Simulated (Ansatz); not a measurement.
`[SiH3][CH2][AlH][TeH]` + `BSC` → `CSB[TeH]` + `[AlH2][CH2][SiH3]`  (formal exchange of groups at a Te–Al bond)

Program: Ansatz. Geometries: PBE0-D4/def2-TZVP. ΔE: electronic, gas phase. CCSD(T)/CBS is the MP2 limit (def2-TZVPP, def2-QZVPP) plus CCSD(T) − MP2 in def2-TZVPP, frozen cores. Functionals use def2-TZVPP. def2 core potentials past Kr. For Te outer-core shells are correlated without core-valence functions, which leaves a few kJ/mol of doubt a bond. Each species was taken in one conformer, which may not be the lowest.

**Question.** Is it downhill or uphill in electronic energy at CCSD(T)/CBS, and by how much? (Best estimate.)

**Answer.** Ansatz gave: Uphill: ΔE = +17.7 kcal/mol.

**Question.** What do these levels give: r2SCAN-D4, PBE0-D4, ωB97M-V, PBE, HF/def2-TZVPP, MP2/def2-TZVPP, SCS-MP2/def2-TZVPP, CCSD(T)/def2-TZVPP, MP2/def2-QZVPP, HF/CBS(def2), MP2/CBS(def2), CCSD/CBS(def2)? (An estimate is asked.)

**Answer.** The calculation gave: r2SCAN-D4 17.4, PBE0-D4 17.7, ωB97M-V 18.0, PBE 16.6, HF/def2-TZVPP 19.7, MP2/def2-TZVPP 17.1, SCS-MP2/def2-TZVPP 17.0, CCSD(T)/def2-TZVPP 17.3, MP2/def2-QZVPP 17.3, HF/CBS(def2) 19.5, MP2/CBS(def2) 17.5, CCSD/CBS(def2) 18.1 kcal/mol.

Largest T1 diagnostic among the species: 0.014.

From PBE to PBE0 (25 % exact exchange), in def2-TZVPP and without D4, ΔE moves by +1.0 kcal/mol. In def2-TZVPP, CCSD(T) changes the Hartree–Fock value by −2.4 kcal/mol (the triples alone add −0.4 kcal/mol) and MP2 by −2.6 kcal/mol.
